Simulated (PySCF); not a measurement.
A structure optimised at PBE0-D3(BJ)/def2-SVP, used in a PySCF frequency run:

```xyz
8

Si    -2.1079     0.1433     0.0000
Si     0.1190    -0.5606     0.0000
Cl     1.0358     0.2052    -1.6882
Cl     1.0358     0.2052     1.6882
H     -2.1126     1.6355     0.0000
H     -2.7971    -0.3695    -1.2218
H     -2.7971    -0.3695     1.2218
H      0.3330    -2.0324     0.0000
```
Charge 0, spin multiplicity 1.

Problem. Write its SMILES, formula and point group.

Solution. [SiH3][SiH](Cl)Cl, Cl2H4Si2, Cs

Problem. What are its rotational constants (standard atomic weights)?

Solution. 2.2506, 2.1026, 1.1864 GHz
